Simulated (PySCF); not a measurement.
**Correlation energy of Co¹²⁺ (cobalt, charge +12)**

[Ne] 3s2 3p3, high-spin 4S determinant. Computed with PySCF 2.14 in an even-tempered Gaussian basis (19 s from 0.81 bohr⁻², ratio 2.5; 12 p from 1.1 bohr⁻², ratio 2.5; 5 d from 5.6 bohr⁻², ratio 2.7; 4 f from 8.5 bohr⁻², ratio 2.7), with the spin-free X2C one-electron Hamiltonian (Gaussian nucleus). Frozen: 1s2; 13 electrons correlated; the 22 highest virtual orbitals of each spin left out.

```tsv
level	correlation energy (mhartree)
CCSD	-479.71
(T)	-2.53
CCSD(T)	-482.24
```

Diagnostics: T1 = 0.0013, D1 = 0.0042, largest double amplitude 0.039.

Cost of the coupled-cluster step: about 22 core-seconds, for 13 correlated electrons.

Iterations:

```
CC2 = 0
CCSD nocc = (np.int64(8), np.int64(5)), nmo = (85, 85)
frozen orbitals [[0, 86, 87, 88, 89, 90, 91, 92, 93, 94, 95, 96, 97, 98, 99, 100, 101, 102, 103, 104, 105, 106, 107], [0, 86, 87, 88, 89, 90, 91, 92, 93, 94, 95, 96, 97, 98, 99, 100, 101, 102, 103, 104, 105, 106, 107]]
max_cycle = 100
direct = 0
conv_tol = 1e-08
conv_tol_normt = 1e-06
diis_space = 8
diis_start_cycle = 0
Init t2, MP2 energy = -0.464190071586289
Init E_corr(UCCSD) = -0.46419007158629
cycle = 1  E_corr(UCCSD) = -0.475874020425276  dE = -0.0116839488  norm(t1,t2) = 0.0182334
cycle = 2  E_corr(UCCSD) = -0.478797678923565  dE = -0.0029236585  norm(t1,t2) = 0.00484661
cycle = 3  E_corr(UCCSD) = -0.479715003434312  dE = -0.000917324511  norm(t1,t2) = 0.00138773
cycle = 4  E_corr(UCCSD) = -0.479706616688478  dE = 8.38674583e-06  norm(t1,t2) = 7.78952e-05
cycle = 5  E_corr(UCCSD) = -0.479705830234595  dE = 7.86453883e-07  norm(t1,t2) = 2.69645e-06
cycle = 6  E_corr(UCCSD) = -0.479705967576787  dE = -1.37342192e-07  norm(t1,t2) = 2.49934e-07
cycle = 7  E_corr(UCCSD) = -0.479705966559541  dE = 1.01724579e-09  norm(t1,t2) = 1.7169e-08
UCCSD converged
E(UCCSD) = -1331.182408677148  E_corr = -0.4797059665595407
UCCSD(T) correction = -0.00252518599451092
```
